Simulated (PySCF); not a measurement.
C4H5 (SMILES [C-]1=CCC1), charge -1, singlet, geometry from GFN2-xTB; TPSS/def2-SVP run with PySCF.

Input for PySCF:
```python
from pyscf import gto, scf, dft

mol = gto.M(
    atom='''
C    -0.02533349   -0.75783853    0.94342053
C    -0.00802865    0.60486190    0.84022569
C     0.00230685   -0.80474510   -0.64553953
C     0.01991368    0.73726238   -0.65092230
H    -0.01158461    1.42895093    1.56860418
H    -0.88380700   -1.24413323   -1.13304446
H     0.89493994   -1.26433309   -1.10150643
H     0.92355016    1.19102984   -1.11280146
H    -0.85624889    1.21124164   -1.14435815
''',
    basis='def2-svp',
    charge=-1,
    verbose=4,
)

mf = dft.RKS(mol)
mf.xc = 'tpss'
mf.diis = False
mf.max_cycle = 100
mf.kernel()
mf.analyze()
```

Output, abridged:

```
PySCF version 2.14.0

[INPUT] verbose = 4
[INPUT] num. atoms = 9
[INPUT] num. electrons = 30
[INPUT] charge = -1
[INPUT] spin (= nelec alpha-beta = 2S) = 0
[INPUT] symmetry False subgroup None
[INPUT] Mole.unit = angstrom
[INPUT] Symbol           X                Y                Z      unit          X                Y                Z       unit  Magmom
[...]
nuclear repulsion = 104.786797897457
number of shells = 39
number of NR pGTOs = 131
number of NR cGTOs = 81
basis = def2-svp
ecp = {}

******** <class 'pyscf.dft.rks.RKS'> ********
method = RKS
initial guess = minao
damping factor = 0
level_shift factor = 0
DIIS disabled
SCF conv_tol = 1e-09
SCF conv_tol_grad = None
SCF max_cycles = 100
direct_scf = True
direct_scf_tol = 1e-13
XC library pyscf.dft.libxc version 7.1.2
    S. Lehtola, C. Steigemann, M. J. T. Oliveira, and M. A. L. Marques,  SoftwareX 7, 1–5 (2018)
XC functionals = tpss
    J. Tao, J. P. Perdew, V. N. Staroverov, and G. E. Scuseria,  Phys. Rev. Lett. 91, 146401 (2003)
    J. P. Perdew, J. Tao, V. N. Staroverov, and G. E. Scuseria,  J. Chem. Phys. 120, 6898 (2004)
    J. Tao, J. P. Perdew, V. N. Staroverov, and G. E. Scuseria,  Phys. Rev. Lett. 91, 146401 (2003)
    J. P. Perdew, J. Tao, V. N. Staroverov, and G. E. Scuseria,  J. Chem. Phys. 120, 6898 (2004)
radial grids:
    Treutler-Ahlrichs [JCP 102, 346 (1995); DOI:10.1063/1.469408] (M4) radial grids

becke partition: Becke, JCP 88, 2547 (1988); DOI:10.1063/1.454033
pruning grids: <function nwchem_prune>
grids dens level: 3
symmetrized grids: False
atomic radii adjust function: <function treutler_atomic_radii_adjust>
small_rho_cutoff = 0
Set gradient conv threshold to 3.16228e-05
Initial guess from minao.
tot grids = 105512
init E= -155.415230732419
[...]
cycle= 1 E= -155.089688621572  delta_E= 0.326  |g|= 0.618  |ddm|= 3.37
[...]
cycle= 2 E= -154.139712426953  delta_E= 0.95  |g|= 1.62  |ddm|= 21.5
[...]
cycle= 3 E= -151.040113348146  delta_E=  3.1  |g|=  3.6  |ddm|= 21.9
[...]
cycle= 4 E= -136.415270533598  delta_E= 14.6  |g|= 5.44  |ddm|= 95.1
[...]
cycle= 5 E= -124.69090787599  delta_E= 11.7  |g|= 7.98  |ddm|= 94.9
[...]
cycle= 6 E= -116.928533008358  delta_E= 7.76  |g|= 7.49  |ddm|= 59.8
[...]
cycle= 7 E= -120.291463420192  delta_E= -3.36  |g|= 8.32  |ddm|= 59.6
[...]
cycle= 8 E= -118.98990676579  delta_E=  1.3  |g|=  7.4  |ddm|=   58
[...]
cycle= 9 E= -115.355795699762  delta_E= 3.63  |g|= 7.88  |ddm|= 55.9
[...]
cycle= 10 E= -121.554235255721  delta_E= -6.2  |g|= 7.42  |ddm|=   25
[...]
cycle= 11 E= -111.259846392695  delta_E= 10.3  |g|= 7.33  |ddm|= 34.5
[...]
cycle= 12 E= -121.934911212049  delta_E= -10.7  |g|=  7.5  |ddm|= 35.5
[...]
cycle= 13 E= -110.996999275536  delta_E= 10.9  |g|= 7.35  |ddm|= 36.5
[...]
cycle= 14 E= -122.016581922083  delta_E=  -11  |g|= 7.48  |ddm|= 36.6
[...]
cycle= 15 E= -110.946715058122  delta_E= 11.1  |g|= 7.36  |ddm|= 37.9
[...]
cycle= 16 E= -121.966771614745  delta_E=  -11  |g|= 7.49  |ddm|= 37.9
[...]
cycle= 17 E= -110.931375846814  delta_E=   11  |g|= 7.36  |ddm|= 38.5
[...]
cycle= 18 E= -121.938347302098  delta_E=  -11  |g|=  7.5  |ddm|= 38.5
[...]
cycle= 19 E= -110.926289218664  delta_E=   11  |g|= 7.37  |ddm|= 38.8
[...]
cycle= 20 E= -121.927547302735  delta_E=  -11  |g|=  7.5  |ddm|= 38.8
[...]
cycle= 21 E= -110.924603328733  delta_E=   11  |g|= 7.37  |ddm|= 38.8
[...]
cycle= 22 E= -121.923819411824  delta_E=  -11  |g|=  7.5  |ddm|= 38.8
[...]
cycle= 23 E= -110.924045247657  delta_E=   11  |g|= 7.37  |ddm|= 38.9
[...]
cycle= 24 E= -121.922570690029  delta_E=  -11  |g|=  7.5  |ddm|= 38.9
[...]
cycle= 25 E= -110.923860803627  delta_E=   11  |g|= 7.37  |ddm|= 38.9
[...]
cycle= 26 E= -121.922156439161  delta_E=  -11  |g|=  7.5  |ddm|= 38.9
[...]
cycle= 27 E= -110.923799897669  delta_E=   11  |g|= 7.37  |ddm|= 38.9
[...]
cycle= 28 E= -121.922019445531  delta_E=  -11  |g|=  7.5  |ddm|= 38.9
[...]
cycle= 29 E= -110.923779794764  delta_E=   11  |g|= 7.37  |ddm|= 38.9
[...]
cycle= 30 E= -121.921974181956  delta_E=  -11  |g|=  7.5  |ddm|= 38.9
[...]
cycle= 31 E= -110.923773162688  delta_E=   11  |g|= 7.37  |ddm|= 38.9
[...]
cycle= 32 E= -121.921959226449  delta_E=  -11  |g|=  7.5  |ddm|= 38.9
[...]
cycle= 33 E= -110.92377097661  delta_E=   11  |g|= 7.37  |ddm|= 38.9
[...]
cycle= 34 E= -121.921954281759  delta_E=  -11  |g|=  7.5  |ddm|= 38.9
[...]
cycle= 35 E= -110.923770257325  delta_E=   11  |g|= 7.37  |ddm|= 38.9
[...]
cycle= 36 E= -121.921952644265  delta_E=  -11  |g|=  7.5  |ddm|= 38.9
[...]
cycle= 37 E= -110.923770021566  delta_E=   11  |g|= 7.37  |ddm|= 38.9
[...]
cycle= 38 E= -121.92195210009  delta_E=  -11  |g|=  7.5  |ddm|= 38.9
[...]
cycle= 39 E= -110.92376994493  delta_E=   11  |g|= 7.37  |ddm|= 38.9
[...]
cycle= 40 E= -121.921951917901  delta_E=  -11  |g|=  7.5  |ddm|= 38.9
[...]
cycle= 41 E= -110.923769920472  delta_E=   11  |g|= 7.37  |ddm|= 38.9
[...]
cycle= 42 E= -121.921951855959  delta_E=  -11  |g|=  7.5  |ddm|= 38.9
[...]
cycle= 43 E= -110.923769912992  delta_E=   11  |g|= 7.37  |ddm|= 38.9
[...]
cycle= 44 E= -121.92195183424  delta_E=  -11  |g|=  7.5  |ddm|= 38.9
[...]
cycle= 45 E= -110.923769910943  delta_E=   11  |g|= 7.37  |ddm|= 38.9
[...]
cycle= 46 E= -121.921951826179  delta_E=  -11  |g|=  7.5  |ddm|= 38.9
[...]
cycle= 47 E= -110.923769910556  delta_E=   11  |g|= 7.37  |ddm|= 38.9
[...]
cycle= 48 E= -121.921951822882  delta_E=  -11  |g|=  7.5  |ddm|= 38.9
[...]
cycle= 49 E= -110.923769910637  delta_E=   11  |g|= 7.37  |ddm|= 38.9
[...]
cycle= 50 E= -121.921951821356  delta_E=  -11  |g|=  7.5  |ddm|= 38.9
[...]
cycle= 51 E= -110.92376991081  delta_E=   11  |g|= 7.37  |ddm|= 38.9
[...]
cycle= 52 E= -121.921951820537  delta_E=  -11  |g|=  7.5  |ddm|= 38.9
[...]
cycle= 53 E= -110.923769910973  delta_E=   11  |g|= 7.37  |ddm|= 38.9
[...]
cycle= 54 E= -121.92195182005  delta_E=  -11  |g|=  7.5  |ddm|= 38.9
[...]
cycle= 55 E= -110.9237699111  delta_E=   11  |g|= 7.37  |ddm|= 38.9
[...]
cycle= 56 E= -121.921951819731  delta_E=  -11  |g|=  7.5  |ddm|= 38.9
[...]
cycle= 57 E= -110.923769911192  delta_E=   11  |g|= 7.37  |ddm|= 38.9
[...]
cycle= 58 E= -121.921951819517  delta_E=  -11  |g|=  7.5  |ddm|= 38.9
[...]
cycle= 59 E= -110.923769911257  delta_E=   11  |g|= 7.37  |ddm|= 38.9
[...]
cycle= 60 E= -121.921951819365  delta_E=  -11  |g|=  7.5  |ddm|= 38.9
[...]
cycle= 61 E= -110.923769911303  delta_E=   11  |g|= 7.37  |ddm|= 38.9
[...]
cycle= 62 E= -121.921951819262  delta_E=  -11  |g|=  7.5  |ddm|= 38.9
[...]
cycle= 63 E= -110.923769911335  delta_E=   11  |g|= 7.37  |ddm|= 38.9
[...]
cycle= 64 E= -121.921951819192  delta_E=  -11  |g|=  7.5  |ddm|= 38.9
[...]
cycle= 65 E= -110.923769911358  delta_E=   11  |g|= 7.37  |ddm|= 38.9
[...]
cycle= 66 E= -121.921951819144  delta_E=  -11  |g|=  7.5  |ddm|= 38.9
[...]
cycle= 67 E= -110.923769911371  delta_E=   11  |g|= 7.37  |ddm|= 38.9
[...]
cycle= 68 E= -121.921951819111  delta_E=  -11  |g|=  7.5  |ddm|= 38.9
[...]
cycle= 69 E= -110.923769911387  delta_E=   11  |g|= 7.37  |ddm|= 38.9
[...]
cycle= 70 E= -121.921951819082  delta_E=  -11  |g|=  7.5  |ddm|= 38.9
[...]
cycle= 71 E= -110.923769911397  delta_E=   11  |g|= 7.37  |ddm|= 38.9
[...]
cycle= 72 E= -121.921951819062  delta_E=  -11  |g|=  7.5  |ddm|= 38.9
[...]
cycle= 73 E= -110.923769911398  delta_E=   11  |g|= 7.37  |ddm|= 38.9
[...]
cycle= 74 E= -121.921951819052  delta_E=  -11  |g|=  7.5  |ddm|= 38.9
[...]
cycle= 75 E= -110.923769911405  delta_E=   11  |g|= 7.37  |ddm|= 38.9
[...]
cycle= 76 E= -121.921951819045  delta_E=  -11  |g|=  7.5  |ddm|= 38.9
[...]
cycle= 77 E= -110.923769911408  delta_E=   11  |g|= 7.37  |ddm|= 38.9
[...]
cycle= 78 E= -121.921951819037  delta_E=  -11  |g|=  7.5  |ddm|= 38.9
[...]
cycle= 79 E= -110.92376991141  delta_E=   11  |g|= 7.37  |ddm|= 38.9
[...]
cycle= 80 E= -121.921951819032  delta_E=  -11  |g|=  7.5  |ddm|= 38.9
[...]
cycle= 81 E= -110.92376991141  delta_E=   11  |g|= 7.37  |ddm|= 38.9
[...]
cycle= 82 E= -121.921951819028  delta_E=  -11  |g|=  7.5  |ddm|= 38.9
[...]
cycle= 83 E= -110.923769911412  delta_E=   11  |g|= 7.37  |ddm|= 38.9
[...]
cycle= 84 E= -121.921951819029  delta_E=  -11  |g|=  7.5  |ddm|= 38.9
[...]
cycle= 85 E= -110.923769911414  delta_E=   11  |g|= 7.37  |ddm|= 38.9
[...]
cycle= 86 E= -121.921951819021  delta_E=  -11  |g|=  7.5  |ddm|= 38.9
[...]
cycle= 87 E= -110.923769911415  delta_E=   11  |g|= 7.37  |ddm|= 38.9
[...]
cycle= 88 E= -121.921951819026  delta_E=  -11  |g|=  7.5  |ddm|= 38.9
[...]
cycle= 89 E= -110.923769911417  delta_E=   11  |g|= 7.37  |ddm|= 38.9
[...]
cycle= 90 E= -121.921951819022  delta_E=  -11  |g|=  7.5  |ddm|= 38.9
[...]
cycle= 91 E= -110.923769911414  delta_E=   11  |g|= 7.37  |ddm|= 38.9
[...]
cycle= 92 E= -121.921951819023  delta_E=  -11  |g|=  7.5  |ddm|= 38.9
[...]
cycle= 93 E= -110.923769911415  delta_E=   11  |g|= 7.37  |ddm|= 38.9
[...]
cycle= 94 E= -121.921951819023  delta_E=  -11  |g|=  7.5  |ddm|= 38.9
[...]
cycle= 95 E= -110.923769911411  delta_E=   11  |g|= 7.37  |ddm|= 38.9
[...]
cycle= 96 E= -121.921951819021  delta_E=  -11  |g|=  7.5  |ddm|= 38.9
[...]
cycle= 97 E= -110.923769911417  delta_E=   11  |g|= 7.37  |ddm|= 38.9
[...]
cycle= 98 E= -121.921951819022  delta_E=  -11  |g|=  7.5  |ddm|= 38.9
[...]
cycle= 99 E= -110.923769911417  delta_E=   11  |g|= 7.37  |ddm|= 38.9
[...]
cycle= 100 E= -121.921951819021  delta_E=  -11  |g|=  7.5  |ddm|= 38.9
SCF not converged.
SCF energy = -121.921951819021
**** SCF Summaries ****
Total Energy =                        -121.921951819021373
Nuclear Repulsion Energy =             104.786797897456594
One-electron Energy =                 -421.515864299720306
Two-electron Energy =                  194.807114583242338
Two-electron Coulomb Energy =          221.990937688803058
DFT Exchange-Correlation Energy =      -27.183823105560720
HOMO-LUMO gap [eV] =                     0.461874067423654
**** MO energy ****
[...]
 ** Mulliken pop on meta-lowdin orthogonal AOs  **
 ** Mulliken pop  **
 ** Mulliken atomic charges  **
charge of    0C =      3.91506
charge of    1C =      3.89846
charge of    2C =     -4.18982
charge of    3C =     -4.09318
charge of    4H =      0.99617
charge of    5H =     -0.56011
charge of    6H =     -0.56107
charge of    7H =     -0.20348
charge of    8H =     -0.20203

WARN: System has nonzero charge -1; the dipole moment is origin-dependent.
Location of origin: [0. 0. 0.]

Dipole moment(X, Y, Z, Debye): -1.56996, 10.30762, 94.54871
```

Convergence was not reached.
